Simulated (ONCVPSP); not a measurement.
# lead: ONCV pseudisation with PBE, scalar-relativistic reference atom.

Input for ONCVPSP 4.0.1:

```
# ATOM AND REFERENCE CONFIGURATION
# atsym  z   nc   nv     iexc    psfile
  Pb 82.00   12    3        4      upf
#
#   n    l    f
    1    0    2.00
    2    0    2.00
    2    1    6.00
    3    0    2.00
    3    1    6.00
    3    2   10.00
    4    0    2.00
    4    1    6.00
    4    2   10.00
    4    3   14.00
    5    0    2.00
    5    1    6.00
    5    2   10.00
    6    0    2.00
    6    1    2.00
#
# PSEUDOPOTENTIAL AND OPTIMIZATION
# lmax
    2
#
#   l,   rc,      ep,       ncon, nbas, qcut
    0    1.85    0.00    4    7    3.10
    1    2.50    0.00    4    9    3.20
    2    1.65    0.00    4    9    8.10
#
# LOCAL POTENTIAL
# lloc, lpopt,  rc(5),   dvloc0
    4    1    1.50    1.00
#
# VANDERBILT-KLEINMAN-BYLANDER PROJECTORs
# l, nproj, debl
    0    3    2.10
    1    1    2.70
    2    3    0.40
#
# MODEL CORE CHARGE
# icmod, fcfact, rcfact
    0    0.00    0.00
#
# LOG DERIVATIVE ANALYSIS
# epsh1, epsh2, depsh
   -2.00    5.00    0.02
#
# OUTPUT GRID
# rlmax, drl
    6.00    0.01
#
# TEST CONFIGURATIONS
# ncnf
    4
# nvcnf
#   n    l    f
    3
    5    2   10.00
    6    0    2.00
    6    1    1.00
#
    3
    5    2   10.00
    6    0    2.00
    6    1    0.00
#
    3
    5    2   10.00
    6    0    1.00
    6    1    0.00
#
    3
    5    2   10.00
    6    0    0.00
    6    1    0.00
#
```

Command:

```bash
oncvpsp.x < Pb.dat > Pb.out
```

Resulting log (shortened: citation, most of the input echo, consistency checks and plot data are left out):

```
ONCVPSP  (Optimized Norm-Conservinng Vanderbilt PSeudopotential)
scalar-relativistic version 4.0.1

#   n    l    f        energy (Ha)
    1    0    2.00    -3.2390345E+03
    2    0    2.00    -5.7932867E+02
    2    1    6.00    -4.9682245E+02
    3    0    2.00    -1.3906926E+02
    3    1    6.00    -1.1541788E+02
    3    2   10.00    -9.1324673E+01
    4    0    2.00    -3.1486560E+01
    4    1    6.00    -2.3737587E+01
    4    2   10.00    -1.4776623E+01
    4    3   14.00    -4.8836788E+00
    5    0    2.00    -5.2978488E+00
    5    1    6.00    -3.1543832E+00
    5    2   10.00    -7.7824862E-01
    6    0    2.00    -4.4247095E-01
    6    1    2.00    -1.2853929E-01

Reference configufation results
  iterations    22
  all-electron total energy (Ha)   -2.08819075D+04

Begin loop to  construct optimized pseudo wave functions
and semi-local pseudopoentials for all angular momenta

   Wellstate for l =  0  n =  8
     eigenvalue =   1.6575
     asymptotic potential =   2.1575
     half-point radius =  4.4059

   Wellstate for l =  0  n =  8
     eigenvalue =   3.7575
     asymptotic potential =   4.2575
     half-point radius =  3.0988

Calculating optimized projector #   1

 for l=   0

    Fraction of norm inside rc  0.303115
    Optimizing pswf for qcut=   3.11 a_B^-1,  ecut=   4.83 Ha
    Residual kinetic energy error=  6.07D-03 Ha

    Energy error per electron        Cutoff
         Ha          eV             Ha
         0.01000     0.27211        4.37
         0.00100     0.02721       10.66
         0.00010     0.00272       23.27
         0.00001     0.00027       28.22

Calculating optimized projector #   2

 for l=   0

    Fraction of norm inside rc  0.099147
    Optimizing pswf for qcut=   3.11 a_B^-1,  ecut=   4.83 Ha
    Residual kinetic energy error=  2.92D-02 Ha

    Energy error per electron        Cutoff
         Ha          eV             Ha
         0.01000     0.27211        8.40
         0.00100     0.02721       41.32
         0.00010     0.00272       50.87
         0.00001     0.00027       66.69

Calculating optimized projector #   3

 for l=   0

    Fraction of norm inside rc  0.106808
    Optimizing pswf for qcut=   3.11 a_B^-1,  ecut=   4.83 Ha
    Residual kinetic energy error=  3.41D-01 Ha

    Energy error per electron        Cutoff
         Ha          eV             Ha
         0.01000     0.27211       14.52
         0.00100     0.02721       29.12
         0.00010     0.00272       65.88
         0.00001     0.00027       77.88

Calculating optimized projector #   1

 for l=   1

    Fraction of norm inside rc  0.280864
    Optimizing pswf for qcut=   3.21 a_B^-1,  ecut=   5.14 Ha
    Residual kinetic energy error=  4.26D-04 Ha

    Energy error per electron        Cutoff
         Ha          eV             Ha
         0.01000     0.27211        1.24
         0.00100     0.02721        4.36
         0.00010     0.00272       14.62
         0.00001     0.00027       40.72

WARNING wellstate: negative energy specified for n= 6 l=  2
WARNING scattering state with energy  0.25000000
WARNING will be used for the first projector

   Wellstate for l =  2  n =  6
     eigenvalue =   0.2500
     asymptotic potential =   0.7500
     half-point radius =  6.2564

   Wellstate for l =  2  n =  7
     eigenvalue =   0.6500
     asymptotic potential =   1.1500
     half-point radius =  6.9793

Calculating optimized projector #   1

 for l=   2

    Fraction of norm inside rc  0.786743
    Optimizing pswf for qcut=   8.10 a_B^-1,  ecut=  32.78 Ha
    Residual kinetic energy error=  5.69D-06 Ha

    Energy error per electron        Cutoff
         Ha          eV             Ha
         0.01000     0.27211       19.83
         0.00100     0.02721       24.63
         0.00010     0.00272       28.63
         0.00001     0.00027       31.84

Calculating optimized projector #   2

 for l=   2

    Fraction of norm inside rc  0.041104
    Optimizing pswf for qcut=   8.10 a_B^-1,  ecut=  32.78 Ha
    Residual kinetic energy error=  7.23D-07 Ha

    Energy error per electron        Cutoff
         Ha          eV             Ha
         0.01000     0.27211       14.33
         0.00100     0.02721       20.32
         0.00010     0.00272       25.10
         0.00001     0.00027       29.09

Calculating optimized projector #   3

 for l=   2

    Fraction of norm inside rc  0.037338
    Optimizing pswf for qcut=   8.10 a_B^-1,  ecut=  32.78 Ha
    Residual kinetic energy error=  9.12D-07 Ha

    Energy error per electron        Cutoff
         Ha          eV             Ha
         0.01000     0.27211       14.79
         0.00100     0.02721       20.75
         0.00010     0.00272       25.47
         0.00001     0.00027       29.40

Construct Vanderbilt / Kleinmman-Bylander projectors

B matrix Hermiticity error, ll=   0
   1   2   -1.6595E-04
   1   3   -4.1053E-04
   2   3   -1.5914E-04

  Orthonormal projector coefficients -3.0986E+01  8.5483E+00  1.3542E+00

B matrix Hermiticity error, ll=   2
   1   2    9.9124E-05
   1   3   -1.3893E-04
   2   3    1.1394E-05

  Orthonormal projector coefficients  7.8128E+00 -2.0798E+00 -2.7738E-01

Pseudoatom total energy  -59.814515

Diagnostic tests using Vanderbilt-Kleinman-Bylander pseudopotentials
  1 or more projectors used as specified by nproj input data

   l    rcore       rmatch      e in        delta e   norm test  slope test

   0   1.8599165   1.9163876  -0.4424710  -0.0000016   1.0000526   0.9999908
   0   1.8599165   1.9163876   1.6575290   0.0000036   1.0003035   1.0003035
   0   1.8599165   1.9163876   3.7575290   0.0000288   1.0004458   1.0004458

   1   2.5083751   2.5845348  -0.1285393  -0.0000000   1.0000011   0.9999732

   2   1.6501896   1.7002929  -0.7782486  -0.0000152   1.0001664   1.0001739
   2   1.6501896   1.7002929   0.2500000  -0.0000096   1.0003304   1.0003304
   2   1.6501896   1.7002929   0.6500000  -0.0000010   1.0003680   1.0003680

 Testing for bound ghosts
   n   l    E NL Schr. Eq   E Basis Diag.   E Cutoff

       0                       -8.643875     75.24  WARNING - GHOST(-)
   1   0       -0.442473       -0.438271     75.24

   2   1       -0.128539       -0.122836     47.80

   3   2       -0.778264       -0.778047    203.79

 Testing for highly-localized positive-energy ghosts
       l    <radius>/rc     E Basis Diag.   E Cutoff

       0        0.284967        4.544389     75.24  WARNING - GHOST(+)

       0        0.440178       21.577678     75.24  WARNING - GHOST(+)

       1        0.635410        0.492989     47.80  WARNING - GHOST(+)

Test configuration 0

   n   l     f        eae           eps        diff
   1   0  2.0000-3239.03445423
   2   0  2.0000 -579.32866961
   2   1  6.0000 -496.82245232
   3   0  2.0000 -139.06925552
   3   1  6.0000 -115.41787571
   3   2 10.0000  -91.32467310
   4   0  2.0000  -31.48655995
   4   1  6.0000  -23.73758743
   4   2 10.0000  -14.77662339
   4   3 14.0000   -4.88367876
   5   0  2.0000   -5.29784881
   5   1  6.0000   -3.15438321
   5   2 10.0000   -0.77824862   -0.77826386   -1.52D-05
   6   0  2.0000   -0.44247095   -0.44247257   -1.62D-06
   6   1  2.0000   -0.12853929   -0.12853930   -7.09D-09

    Total energies and differences
      AE_ref= -2.08819075D+04  AE_tst= -2.08819075D+04  dif=  0.00D+00
      PS_ref= -5.98145152D+01  PS_tst= -5.98145152D+01  dif=  1.21D-13
      PSP excitation error= -1.21D-13

Test configuration 1

   n   l     f        eae           eps        diff
   1   0  2.0000-3239.31894274
   2   0  2.0000 -579.61223514
   2   1  6.0000 -497.10609266
   3   0  2.0000 -139.35262244
   3   1  6.0000 -115.70125137
   3   2 10.0000  -91.60800694
   4   0  2.0000  -31.76984434
   4   1  6.0000  -24.02086295
   4   2 10.0000  -15.05986909
   4   3 14.0000   -5.16689211
   5   0  2.0000   -5.58083460
   5   1  6.0000   -3.43752466
   5   2 10.0000   -1.06031038   -1.05846893    1.84D-03
   6   0  2.0000   -0.70661687   -0.70616222    4.55D-04
   6   1  1.0000   -0.36222222   -0.36206009    1.62D-04

    Total energies and differences
      AE_ref= -2.08819075D+04  AE_tst= -2.08816658D+04  dif=  2.42D-01
      PS_ref= -5.98145152D+01  PS_tst= -5.95728501D+01  dif=  2.42D-01
      PSP excitation error= -1.09D-05

Test configuration 2

   n   l     f        eae           eps        diff
   1   0  2.0000-3239.65592507
   2   0  2.0000 -579.94728826
   2   1  6.0000 -497.44129063
   3   0  2.0000 -139.68721944
   3   1  6.0000 -116.03586365
   3   2 10.0000  -91.94254402
   4   0  2.0000  -32.10419988
   4   1  6.0000  -24.35518634
   4   2 10.0000  -15.39411758
   4   3 14.0000   -5.50105429
   5   0  2.0000   -5.91422626
   5   1  6.0000   -3.77095058
   5   2 10.0000   -1.39084196   -1.38824643    2.60D-03
   6   0  2.0000   -1.00851265   -1.00837959    1.33D-04

    Total energies and differences
      AE_ref= -2.08819075D+04  AE_tst= -2.08811717D+04  dif=  7.36D-01
      PS_ref= -5.98145152D+01  PS_tst= -5.90784295D+01  dif=  7.36D-01
      PSP excitation error= -3.43D-04

Test configuration 3

   n   l     f        eae           eps        diff
   1   0  2.0000-3240.10002336
   2   0  2.0000 -580.38714100
   2   1  6.0000 -497.88124369
   3   0  2.0000 -140.12685362
   3   1  6.0000 -116.47550149
   3   2 10.0000  -92.38198669
   4   0  2.0000  -32.54357021
   4   1  6.0000  -24.79442974
   4   2 10.0000  -15.83313271
   4   3 14.0000   -5.93987984
   5   0  2.0000   -6.35113799
   5   1  6.0000   -4.20697571
   5   2 10.0000   -1.81672019   -1.81180507    4.92D-03
   6   0  1.0000   -1.37769866   -1.37656593    1.13D-03

    Total energies and differences
      AE_ref= -2.08819075D+04  AE_tst= -2.08799807D+04  dif=  1.93D+00
      PS_ref= -5.98145152D+01  PS_tst= -5.78874618D+01  dif=  1.93D+00
      PSP excitation error= -2.51D-04

Test configuration 4

psatom: WARNING lschvkbb convergence error n,l,iter=   2   1   4
ea(ii),et,emin,emax -1.395517E-01 -1.535068E-01 -1.535068E-01 -1.535068E-01
run_config: WARNING for fully non-local PS atom, stg. 1
 WARNING no output for configuration 5
```

Note: ghosts flagged at negative energy: s at -235.2 eV; GHOST(+) flagged for p at 13.4 eV, s at 123.7 eV, s at 587.2 eV. A true bound ghost makes a file unfit for plane-wave use.

The run took about 3.3 s on one core of a shared server CPU.
